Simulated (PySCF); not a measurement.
TaF₆, SMILES [F][Ta-]([F])([F])([F])([F])[F], charge -1, multiplicity 1. The structure is a stationary point at B3LYP-D3(BJ)/def2-SVPD. The spin state was assumed, not searched. The isomer is the one that the SMILES or the coordinates give; other isomers of the formula were not compared. The def2 effective core potentials stand for the cores of Ta; spin–orbit coupling is left out.

Computed with B3LYP-D3(BJ)/def2-SVPD in PySCF.

Harmonic wavenumbers (cm⁻¹): 124, 124, 124, 226, 226, 226, 265, 265, 265, 573, 573, 587, 587, 587, 661. Rotational constants (GHz): 1.780, 1.780, 1.780; symmetry number 24.

**Question.** Work out the zero-point energy and the ideal-gas rigid-rotor harmonic-oscillator thermochemistry at 298.15 K and 1 atm.

**Answer.** ZPE = ½ Σ hcν = ½ × 5411 cm⁻¹ = 7.74 kcal/mol. H − E(el) = 13.88 kcal/mol. Entropy in cal/(mol K): translation 42.94, rotation 22.12, vibration 22.53, total 87.59. G − E(el) = -12.23 kcal/mol. Cp = 30.62 cal/(mol K). Modes under 150 cm⁻¹ make the vibrational entropy uncertain.
